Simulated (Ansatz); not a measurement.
```xyz
6

C     0.052    0.031   -0.801
Zn   -0.073   -0.044    1.118
Cl   -0.211   -0.125    3.220
H     0.678    0.871   -1.108
H    -0.938    0.156   -1.241
H     0.492   -0.889   -1.189
```

Total charge 0; spin multiplicity 1.

(1) List the PBE/def2-TZVPP orbital energies in eV (the Gaussian-basis code of Ansatz). (An estimate is asked.)

Answers

(1) Ansatz gave: Occupied: -9407.84, -2738.29, -1134.39, -1000.17, -1000.17, -1000.12, -268.96, -248.84, -189.51, -189.39, -189.39, -126.55, -83.93, -83.93, -83.81, -19.50, -17.09, -12.38, -12.19, -12.19, -12.05, -12.05, -9.80, -9.80, -8.93, -7.43, -7.28, -7.28. Lowest empty: -1.29, -0.81, -0.81, 0.82, 2.15, 2.15, 2.34, 3.98.
